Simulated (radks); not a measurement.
The numbers below are computed, except where a source is named.
All-electron atom: Ta4+ in [Xe] 4f14 5d1 (the NIST ground configuration). Level of theory: scalar-relativistic Kohn-Sham, LDA (Slater exchange, Perdew-Wang correlation), spin-polarised, spherical densities, finite nucleus; open shells are filled with parallel spins first (spin-orbit coupling, left out, can overturn this in heavy ions); Fermi nuclear charge, rms radius 5.3507 fm (a radial shooting solver on a logarithmic mesh with Libxc functionals).

X-ray form factor f0, the Fourier transform of the density (f0(0) = 69):

sin(theta)/lambda (1/angstrom)  f0 (electrons)
0.05                                    68.452
0.1                                     66.880
0.15                                    64.483
0.2                                     61.521
0.25                                    58.254
0.3                                     54.902
0.4                                     48.503
0.5                                     42.912
0.6                                     38.164
0.8                                     30.618
1                                       25.014
1.25                                    20.208
1.5                                     17.200
2                                       13.610
